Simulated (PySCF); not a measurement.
Telling isomers of C₇H₁₁N₃ apart by NMR

- σ from GIAO-PBE0/pcSseg-1
- geometry: PBE0-D3(BJ)/def2-SVP
- program: PySCF 2.14
- equivalent nuclei averaged, one conformer, no relativistic terms, no solvent

Scale: 1H (σ = 31.27 ppm), 13C (σ = 184.41 ppm) vs TMS (reference shieldings calculated alike). Where no couplings were computed, multiplicities follow the n + 1 count of equivalent neighbours, and m marks all less simple cases (inequivalent or close neighbours, rings, F or P nearby). Shifts are as computed. Against solution values, carbons near 30 ppm lie about +2 ppm off and those near 130 ppm about +5 ppm. Of 1313 compounds with measured shifts, 239 miss one by over three times the rms of a fit or turn the order of signals round; such compounds aren't used in these exercises. OH and NH positions are gas-phase values without hydrogen bonding to other molecules.

(1) Tabulate the signals of `CC(C)(C)c1ccnnn1`, `C=Cc1nn[nH]c1C(C)C`, `Cc1cnncc1N(C)C` and their relative energies.

(2) What is the quickest way to tell CC(C)(C)c1ccnnn1 from C=Cc1nn[nH]c1C(C)C?

(3) What is the quickest way to tell C=Cc1nn[nH]c1C(C)C from Cc1cnncc1N(C)C?

(4) What is the quickest way to tell CC(C)(C)c1ccnnn1 from Cc1cnncc1N(C)C?

## Answers

(1) 
```json
{"SMILES": "CC(C)(C)c1ccnnn1", "carbon types": "2×C 2×CH 3×CH3", "δC": "174.4, 153.0, 115.3, 37.6, 30.8", "δH": "8.88 (d, 1H), 6.97 (d, 1H), 1.50 (s, 9H)", "E rel. (kcal/mol)": "12.1"}
{"SMILES": "C=Cc1nn[nH]c1C(C)C", "carbon types": "2×C 2×CH 1×CH2 2×CH3", "δC": "142.8, 141.2, 129.8, 123.0, 25.0, 24.9", "δH": "10.27 (br s, 1H), 6.99 (m, 1H), 6.51 (m, 1H), 5.64 (m, 1H), 2.90 (sept, 1H), 1.23 (d, 6H)", "E rel. (kcal/mol)": "0.0"}
{"SMILES": "Cc1cnncc1N(C)C", "carbon types": "2×C 2×CH 3×CH3", "δC": "156.8, 150.2, 145.8, 127.3, 40.8, 18.3", "δH": "8.85 (s, 1H), 8.69 (s, 1H), 2.69 (s, 6H), 2.17 (s, 3H)", "E rel. (kcal/mol)": "3.3"}
```

Energies are electronic energies at PBE0/pcSseg-1 on these geometries, without zero-point or thermal terms, each for the one conformer computed, which needn't be the lowest.

(2) Count the carbon signals: 5 against 6. The first has a quaternary sp3 carbon on an aromatic ring (C) at 37.6 ppm, the second a terminal =CH2 carbon at 123.0 ppm. Their most deshielded carbons lie at 174.4 and 142.8 ppm. In the proton spectra the most deshielded non-exchanging signals are 8.88 (d, 1H) and 6.99 (m, 1H).

(3) Both give the same number of carbon signals, but DEPT or the intensities differ. The first has a terminal =CH2 carbon at 123.0 ppm, the second an aromatic CH next to a ring nitrogen at 156.8 ppm. Their most deshielded carbons lie at 142.8 and 156.8 ppm. In the proton spectra the most deshielded non-exchanging signals are 6.99 (m, 1H) and 8.85 (s, 1H).

(4) Count the carbon signals: 5 against 6. The first has a quaternary sp3 carbon on an aromatic ring (C) at 37.6 ppm, the second a substituted aromatic carbon (C) at 127.3 ppm. Their most deshielded carbons lie at 174.4 and 156.8 ppm.
